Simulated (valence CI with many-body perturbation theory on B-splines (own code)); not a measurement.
## Zr34+: what the settings do

Computed by valence CI with perturbative core correlation (CI+MBPT): four valence electrons over a frozen Dirac-Fock core [He], radial functions for each j: 6 s, 6 p, 5 d, 3 f, 1 g, with the one-electron correlation potential Σ1 (screened to all orders), the two-electron term Σ2, the three-electron term Σ3, Breit, model QED; selected single and double excitations, second order for the rest (own B-spline code, finite nucleus).

No measured spectrum was set against this ion. As an estimate, large intervals hold to a few tenths of a per cent, small ones and those within an open d or f shell to about a per cent.

The reference run has the lowest level (2s^2 2p1/2^2) J=0 and an ionisation energy of 4560.85 eV. Its largest variational space holds 10000 state functions.

Levels are named by their leading jj configuration (3d3/2^4 stands for four electrons in 3d with j = 3/2), which in mixed levels can hold well under half, so a name can repeat and another be missing. Letters in brackets count levels of one name in rising energy.

Changed runs:
A. Breit term on → off; QED terms on → off
B. Davidson tolerance 2e-05 → 0.001
C. logarithmic knot step 0.27 → 0.33
D. start configuration 2s2 2p2 → 2s4 (bad on purpose)

Excitation energies of the reference run in cm⁻¹, and shifts in cm⁻¹:

```csv
Level,Reference,A,B,C
(2s^2 2p1/2 2p3/2) J=1,661544,+14312,0,+6.4
(2s^2 2p1/2 2p3/2) J=2,755680,+24103,0,+5.7
(2s^2 2p3/2^2) J=2,1483410,+33877,0,+12
(2s 2p1/2^2 2p3/2) J=2,1600410,+23003,0,-20
(2s^2 2p3/2^2) J=0,1703500,+24369,0,+12
(2s 2p1/2^2 2p3/2) J=1,1978340,+17547,0,-22
(2s 2p1/2 2p3/2^2) J=2 [a],2277050,+29711,0,-16
(2s 2p1/2 2p3/2^2) J=3,2453020,+45308,0,-17
(2s 2p1/2 2p3/2^2) J=0,2648660,+24924,0,-16
(2s 2p1/2 2p3/2^2) J=1 [a],2712610,+30742,0,-16
(2s 2p1/2 2p3/2^2) J=2 [b],2786740,+39725,0,-16
(2s 2p1/2 2p3/2^2) J=1 [b],2849480,+29418,0,-17
Ionisation energy (eV),4560.85,+4.66,0,+0.0035
```

No effect on these energies: B.

Run D: It gave no result: a shell was given more electrons than it holds. The program said: "a valence shell holds more than 4l+2 electrons".
